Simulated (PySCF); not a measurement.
Vertical excitations of a molecule C3H7ClOSi from TDA-CAM-B3LYP/def2-SVPD in PySCF 2.14.0, as energy in eV (oscillator strength): 4.55 (0.000), 6.80 (0.006), 7.29 (0.004), 7.63 (0.027), 7.92 (0.005), 7.98 (0.004), 8.07 (0.021), 8.19 (0.021), 8.23 (0.009), 8.38 (0.036). Lowest triplet (TDA): 3.94 eV. Geometry optimised at PBE0-D3(BJ)/def2-SVP. Other conformers were not sampled.

Which molecule gave these data?
(A) O=CCC[SiH2]Cl
(B) CC(=O)[Si@@H](C)Cl
(C) C/C=C(\Cl)[SiH2]O
(D) CC[Si@@H](Cl)C=O

A, O=CCC[SiH2]Cl
